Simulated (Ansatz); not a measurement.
`F[SiH](Cl)[SiH]Cl`, charge 0, multiplicity 2.

Q: Give a relaxed structure at PBE0-D4/def2-TZVP (the Gaussian-basis code of Ansatz). (An estimate is asked.)

A: The calculation gave: 
Z-matrix (Å, degrees):
```
Si
Cl 1 2.044
Si 1 2.334 2 106.5
F 1 1.593 2 108.8 3 117.1
H 1 1.481 2 108.5 3 -126.8
Cl 3 2.057 1 110.4 2 -170.2
H 3 1.488 1 112.8 2 -49.0
```
